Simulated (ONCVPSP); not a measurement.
## Before and after: ONCV potential for iron (Fe)

ONCVPSP 4.0.1 input, shortened (lines: element, Z, core and valence counts, functional; n l f; lmax; l rc ep ncon nbas qcut; lloc lpopt rc5 dvloc0; l nproj debl; icmod fcfact rcfact), LDA (Perdew-Zunger), scalar-relativistic:

```
  Fe 26.00    5    2        3      upf
    1    0    2.00
    2    0    2.00
    2    1    6.00
    3    0    2.00
    3    1    6.00
    3    2    6.00
    4    0    2.00
    2
    0    2.55    0.00    4    7    2.00
    1    2.20    0.10    4    8    4.40
    2    1.75    0.00    4    9    8.50
    4    1    1.35    4.00
    0    2    2.80
    1    2    3.10
    2    3    0.40
    3    4.50    1.70
```

In the p channel the program set the typed energies aside and used 0.050, 3.150 Ha.

Change: s: debl 0.8.

Cutoffs: the cutoffs (Ha) at which the residual kinetic energy of the hardest occupied pseudo-wave falls to 1 and 0.1 mHa per electron; they do not see the model core or the augmentation charge, which bear on the density cutoff. Errors are all-electron minus pseudo energies relative to the spin-unpolarised reference configuration.

Question: Predict the effect on cutoff, ghosts and configuration errors.

Answer: The potential gets neither clearly harder nor softer (30 Ha and 34 Ha → 30 Ha and 34 Ha); of the 4 tests that both files solve, the error grows in 0 and shrinks in 1 by more than 15 % and 0.3 meV (median size 69.3 → 69.6 meV); the range in which the s phases agree narrows (upper end 3.6 → 1.9); neither file shows a bound ghost.

```tsv
quantity	base	changed
cutoff, loose	30 Ha	30 Ha
cutoff, tight	34 Ha	34 Ha
bound ghosts	none	none
GHOST(+) flags under 300 eV	s at 104.6 eV	s at 79.0 eV
error for 3d6 4s1, meV [ΔE 8.98 eV]	-16	-16
error for 3d6 4s0, meV [ΔE 25.47 eV]	-123	-123
error for 3d5 4s0, meV [ΔE 60.00 eV]	-525	-525
error for 3d5 4s2, meV [ΔE 14.48 eV]	-4.9	-3.0
s: phases at 2.58 bohr within 0.05 rad from the reference energy up to (Ha; the scan ends near 5)	3.6	1.9
p: phases at 2.24 bohr within 0.05 rad from the reference energy up to (Ha; the scan ends near 5)	3.8	3.8
d: phases at 1.77 bohr within 0.05 rad from the reference energy up to (Ha; the scan ends near 5)	to the end of the scan	to the end of the scan
rms error of d²Exc/dni dnj with the model core, mHa	1.41	1.41
```
